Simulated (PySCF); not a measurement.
## Which enantiomer?

The calculation used PySCF, TDDFT PBE0/def2-SVPD circular dichroism and optical rotation, one conformer, gas phase. Geometry: GFN2-xTB.

States above about 7.5 eV (minus the energy of the highest occupied orbital) lie near or above the ionisation threshold and depend on the basis.

Values for one enantiomer of C5H11OP, R in 10⁻⁴⁰ esu² cm² (velocity form):
| λ (nm) | f | R |
| --- | --- | --- |
| 181 | 0.019 | -0.5 |
| 180 | 0.025 | +9.3 |
| 169 | 0.004 | -29.9 |
| 169 | 0.019 | +39.1 |
| 166 | 0.003 | +8.2 |
| 165 | 0.055 | -35.7 |
| 162 | 0.003 | +4.8 |
| 160 | 0.006 | +8.1 |

[α] at 589.3 nm: +17 deg dm⁻¹ (g/mL)⁻¹ (origin-invariant length gauge).

Task: Which structure gives these signs?
A. C[C@H]1CC[P@@]1(C)=O
B. C[C@@H]1CC[P@]1(C)=O

Result: B. Its CIP labels in SMILES order are R, S; the other enantiomer gives every sign reversed.

Geometry of C[C@@H]1CC[P@]1(C)=O as run:
```xyz
18

C    -1.536    1.345    0.734
C    -0.698    0.608   -0.295
C    -1.045   -0.892   -0.416
C     0.042   -1.460    0.517
P     0.961    0.148    0.426
C     2.176    0.032   -0.940
O     1.477    0.795    1.636
H    -1.139    2.347    0.889
H    -1.499    0.822    1.688
H    -2.573    1.424    0.412
H    -0.707    1.144   -1.246
H    -2.062   -1.128   -0.105
H    -0.909   -1.246   -1.438
H    -0.321   -1.624    1.531
H     0.534   -2.366    0.171
H     3.031   -0.535   -0.575
H     1.754   -0.447   -1.817
H     2.504    1.041   -1.182
```
